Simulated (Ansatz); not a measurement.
Species: C₂H₆N₂, SMILES `C=NCN` (charge 0, multiplicity 1).

Task: Give a relaxed geometry from Ansatz (a first-principles code) with B3LYP-D3(BJ)/def2-TZVP.

Result: This is not unique; one that fits is the end point of this relaxation, one of several conformers (outside a Z-matrix the atoms follow the SMILES, hydrogens last).
Z-matrix (Å, degrees):
```
C
H 1 1.0996
H 1 1.1003 2 107.91
N 1 1.4496 2 112.38 3 116.66
C 4 1.2584 1 118.30 2 -4.71
H 5 1.0883 4 119.47 1 -179.35
H 5 1.0975 6 117.18 4 179.92
N 1 1.4575 2 108.42 3 -123.65
H 8 1.0136 1 110.38 2 63.87
H 8 1.0145 9 107.87 1 -119.42
```
